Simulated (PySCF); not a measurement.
**Computed properties of Ga(Br)2(NH2) (Br2GaH2N), SMILES [NH2][Ga]([Br])[Br]**

Ga(Br)2(NH2) (Br2GaH2N), SMILES [Ga]([Br])([NH2])[Br]. Geometry: r2SCAN-D4/def2-SVP. The structure was generated by enumeration; whether it is a known compound was not checked. Other conformers were not sampled. All values are computed for the isolated molecule unless a solvent is named; none is compared with measurement here.

**Structure.** The optimised structure has C2v symmetry. All 12 harmonic modes at r2SCAN-D4/def2-SVP (PySCF) are real, so it is a minimum. With heavy atoms numbered as in [Ga:1]([Br:2])([Br:3])[NH2:4], the shortest bond between them is Ga1–N4 at 1.791 Å and the longest Ga1–Br3 at 2.274 Å.

**Vibrations.** The strongest infrared lines (harmonic, unscaled, degenerate partners summed) lie at 85 cm⁻¹ (96 km/mol, N 46 %, Ga 34 %, H 15 %), 721 cm⁻¹ (86 km/mol, H 80 %, N 18 %), 183 cm⁻¹ (76 km/mol, H 74 %, Ga 22 %). The softest mode is at 85 cm⁻¹ and the zero-point energy is 16.8 kcal/mol.

**Electronic structure.** B3LYP/def2-TZVP (PySCF) places the frontier levels at -7.71 and -1.61 eV, a gap of 6.10 eV, and gives a dipole moment of 2.44 D and a mean polarisability of 73.7 bohr³. PBE/def2-TZVP (PySCF) at the same geometry gives -6.58 and -2.20 eV, so its gap is 1.72 eV narrower. An orbital gap is neither the optical nor the fundamental gap.

**Excitations.** TDA-PBE0/def2-SVPD (PySCF) has S1 at 5.23 eV (237 nm, f = 0.003, weak); the most intense of the 10 singlets computed lies at 6.52 eV (f = 0.16). T1 (TDA) is at 4.86 eV, 0.37 eV under S1. TDA-PBE/def2-SVPD (PySCF) puts S1 at 4.47 eV. No vertical singlet excitation falls in the visible range (under 3.1 eV).

**NMR.** GIAO shifts at B3LYP/pcSseg-1 (PySCF) (non-relativistic, atoms alike by connectivity averaged): ¹H at 2.4 ppm against TMS. Without spin–orbit terms, shifts of atoms bonded to Cl or Br come out too high.
